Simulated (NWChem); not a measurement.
System: C$_{3}$H$_{7}$NSi; SMILES C1=C[SiH2]NC1

```xyz
12

C      0.7430     1.2924     0.0000
C      1.3585     0.0990     0.0000
Si     0.0506    -1.2311     0.0000
N     -1.2190    -0.0496     0.0000
C     -0.7576     1.3163     0.0000
H      1.2766     2.2507     0.0000
H      2.4481     0.0143     0.0000
H      0.0734    -2.1408     1.1948
H      0.0734    -2.1408    -1.1948
H     -2.2169    -0.2014     0.0000
H     -1.1098     1.8891    -0.8841
H     -1.1098     1.8891     0.8841
```
Atoms are numbered in this order, from 1.

Computed with NWChem. Pople sets run with spherical d functions. STO-3G and 3-21G are far too small for this property and stand as cheap habits. The geometry was optimised at PBE0/def2-SVP. Not confirmed as a minimum by frequencies. GIAO values for the isolated, static molecule; σ is the absolute isotropic shielding, δ = σ(reference) − σ with the isolated reference molecule computed at the same levels (13C: tetramethylsilane, 1H: tetramethylsilane, 15N: ammonia).

```json
[
 {"level": "B3LYP/6-311G**", "δ C1 (ppm)": "___", "δ C2 (ppm)": "126.2", "δ N4 (ppm)": "22.9", "δ H6 (ppm)": "___", "δ H7 (ppm)": "6.07", "δ H10 (ppm)": "-0.14", "δ H11 (ppm)": "___"},
 {"level": "Hartree-Fock/STO-3G", "δ C1 (ppm)": "132.6", "δ C2 (ppm)": "119.5", "δ N4 (ppm)": "-48.8", "δ H6 (ppm)": "6.24", "δ H7 (ppm)": "6.09", "δ H10 (ppm)": "-2.23", "δ H11 (ppm)": "1.98"},
 {"level": "PBE/pcSseg-1", "δ C1 (ppm)": "157.5", "δ C2 (ppm)": "126.5", "δ N4 (ppm)": "23.0", "δ H6 (ppm)": "7.06", "δ H7 (ppm)": "6.15", "δ H10 (ppm)": "-0.12", "δ H11 (ppm)": "4.31"}
]
```

Question: Some entries are withheld; supply them.

Answer: 
- B3LYP/6-311G**, δ C1 (ppm): 158.7
- B3LYP/6-311G**, δ H6 (ppm): 7.21
- B3LYP/6-311G**, δ H11 (ppm): 4.21
